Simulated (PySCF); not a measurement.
## Vibration and rotation of CdCl

UHF-CCSD(T) constants of CdCl, ²Σ⁺ (doublet), unpaired electrons σ ↑ (basis Cd def2-SVP with ECP28, Cl def2-SVP; scalar-relativistic core potentials; PySCF 2.14; masses 113.9034 and 34.9689 u):

| Quantity | Value |
| --- | --- |
| ωe | 344.6 cm⁻¹ |
| ωexe | 1.32 cm⁻¹ |
| Be | 0.11361 cm⁻¹ |
| αe | 0.000529 cm⁻¹ |
| D (centrifugal) | 4.94e-08 cm⁻¹ |
| De to Cd + Cl | 1.58 eV |

Task: Give the vibrational terms G(v) and spacings up to v = 6.

Result: G(v) = ωe(v+½) − ωexe(v+½)².

```csv
v,G(v) (cm⁻¹),G(v) − G(v−1),Bv (cm⁻¹)
0,172,,0.1133
1,514,342,0.1128
2,853,339,0.1123
3,1190,337,0.1118
4,1524,334,0.1112
5,1855,331,0.1107
6,2184,329,0.1102
```

Task: How well does the Morse estimate ωe²/(4ωexe) reproduce De, and what is D0?

Result: It gives 2.79 eV, 176 % of the computed De. D0 = De − G(0) = 1.58 − 0.02 = 1.56 eV.

Correlated steps freeze 5 core orbitals. Correlated levels converge slowly with the basis: in double zeta they bind strong bonds too weakly, by up to about 1 eV, and carry superposition errors of some tenths. Spin–orbit coupling is left out. The state was picked by a PBE0 search and need not be the measured ground state.
